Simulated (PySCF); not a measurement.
Input of a run (PBE0-D3(BJ)/def2-SVP geometry optimisation, gas phase (PySCF 2.14.0)), started from a GFN2-xTB structure with every atom displaced at random (by about 0.01 Å):
```
{"job": {"xc": "PBE0", "basis": "def2-SVP", "d3": "d3bj", "grid": 1, "shake": 0.01, "kind": "geom"}, "charge": 0, "multiplicity": 1}
N      2.824310    -2.802220     0.723210
C      2.096990    -1.897160     0.525440
C      1.262730    -0.757450     0.289420
C      1.864370     0.537600     0.331510
N      1.079410     1.593550     0.114310
C     -0.207800     1.419830    -0.124360
C     -0.740310     0.129290    -0.158470
C     -2.198090    -0.096420    -0.445130
F     -2.553460     0.422820    -1.625370
F     -2.981310     0.537360     0.485290
N     -0.020390    -0.946970     0.058650
H      2.885810     0.704950     0.541850
H     -0.832290     2.307730    -0.301100
H     -2.487110    -1.167980    -0.423020
```

Output (energies in Eh, forces in Eh/bohr):
```
step   0  E = -593.26849930  max force = 0.059100
step   1  E = -593.27182058  max force = 0.005306
step   2  E = -593.27275103  max force = 0.010925
step   3  E = -593.27352205  max force = 0.005424
step   4  E = -593.27372687  max force = 0.002543
step   5  E = -593.27385374  max force = 0.001809
step   6  E = -593.27388105  max force = 0.000826
step   7  E = -593.27388550  max force = 0.000188
optimisation converged
```

Q: Summarise the run.

A: The energy falls by 0.147 eV over 8 energy and gradient evaluations, the largest force component goes from 0.0591 to 1.9e-04 Eh/bohr, and the atoms move by 0.021 Å rms after alignment. The bond that changes most is C4–H12 (aromatic CH next to a ring nitrogen to aromatic hydrogen), which lengthens by 0.038 Å. Bonds longer at the end by more than 0.005 Å: 7 of 14; shorter: 6. Among the angles that change most is C3–C4–N5, from 117.7° to 121.2°. The energy never rose by more than 1e-6 Eh on the way. The first step brought 62 % of the lowering.

Q: What are the final bond lengths?

A: N1≡C2 1.158 Å, C2–C3 1.438 Å, C3–C4 1.402 Å, C4–N5 1.328 Å, N5–C6 1.325 Å, C6–C7 1.403 Å, C7–C8 1.508 Å, C8–F9 1.349 Å, C8–F10 1.349 Å, C7–N11 1.322 Å, C3–N11 1.335 Å, C4–H12 1.095 Å, C6–H13 1.095 Å, C8–H14 1.102 Å. Numbering counts from 1 in the input's order; the species is `N#Cc1cncc(C(F)F)n1`.

The run used 169 basis functions and 65 SCF cycles in all.

Not checked by PBE0-D3(BJ)/def2-SVP frequencies. The numbers are those of one conformer.

Conformer computed: `[N:1]#[C:2][c:3]1[cH:4][n:5][cH:6][c:7]([CH:8]([F:9])[F:10])[n:11]1`: C6–C7–C8–F9 59°.
